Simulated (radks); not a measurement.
Coulomb parameter of the 3d shell of the copper ion Cu2+ in the model configuration [Ar] 3d7 4p2, as a second difference U = [E(n + 1) + E(n - 1) - 2 E(n)] / (1)^2 with all orbitals relaxed. "Bare": the charge of the atom changes with n. "Screened": the 4p shell takes up the change at fixed total charge, which measures U(3d,3d) + U(4p,4p) - 2 U(3d,4p). All-electron calculation, Dirac Kohn-Sham, PBE, spin-unpolarised, spherical densities, point nucleus; open shells are shared between the two j in proportion to 2j + 1. Program: a radial shooting solver on a logarithmic mesh with Libxc functionals.

case         configuration  E - E(n) (eV)
start         [Ar] 3d7 4p2          0.000
bare +1       [Ar] 3d8 4p2        -37.426
bare -1       [Ar] 3d6 4p2         57.540
screened +1   [Ar] 3d8 4p1        -23.360
screened -1   [Ar] 3d6 4p3         30.441

U(bare) = 20.113 eV, U(screened by 4p) = 7.081 eV.
